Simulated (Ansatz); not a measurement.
Basis-set extrapolation for CH₃Cl₃Si (`C[Si](Cl)(Cl)Cl`) (PBE0-D4/def2-TZVP geometry, frozen core, Ansatz 0.2.0). Multiplicity 1, RHF reference.

```
                       def2-TZVPP    def2-QZVPP
                 HF  -1707.295202  -1707.344229
    MP2 correlation     -0.858593     -0.939394
CCSD(T) correlation     -0.959242       not run
```

Energies in hartree. Use E(X) = E(∞) + A·exp(−7.88·√X) for Hartree–Fock and E(X) = E(∞) + B·X^(−2.97) for correlation, with X = 3 and 4, and add CCSD(T) minus MP2 of the smaller set to the MP2 limit.

Problem. What is the CCSD(T) energy at the basis-set limit?

Solution. HF limit: -1707.344229 + (-0.049027) × 0.13774 = -1707.35098. MP2 limit: -0.939394 + (-0.080801) × 0.74074 = -0.99925. Higher-order term: -0.959242 − (-0.858593) = -0.10065. Total: -1708.45088 hartree, 123.3 kcal/mol below CCSD(T)/def2-TZVPP.
